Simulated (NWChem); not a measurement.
System: C₃H₆O₂; SMILES C1(O)COC1

Here is an NWChem input.

```
start job
memory heap 200 mb stack 900 mb global 1100 mb
geometry units angstroms noautosym nocenter noautoz
  O     -0.038843    -1.735350    -0.324359
  C      0.026836    -0.545601     0.417807
  C     -1.028016     0.498681     0.017600
  O     -0.027420     1.531005    -0.103609
  C      1.031445     0.557928    -0.006310
  H      0.595836    -2.365586     0.060807
  H      0.046032    -0.733996     1.516503
  H     -1.504161     0.236088    -0.956909
  H     -1.818987     0.754444     0.756143
  H      1.499709     0.324595    -0.992790
  H      1.821302     0.861265     0.716847
end
basis spherical
  O library def2-svp
  C library def2-svp
  H library def2-svp
end
dft
  xc pbe0
  iterations 150
end
cosmo
  dielec 7.6
end
task dft energy
```

All runs use the structure optimised with PBE-D3(BJ)/def2-SVP.

Level: PBE0/def2-SVP with COSMO at NWChem's default radii, gas-phase geometry; the question gives the dielectric constant.

Task: What results follow from this input? (PBE0/def2-SVP, COSMO on the gas-phase geometry.) Quantities: electrostatic solvation energy (kcal/mol); dipole in solution (D).

Result: 
```yaml
electrostatic solvation energy (kcal/mol): -6.8
dipole in solution (D): 3.29
```
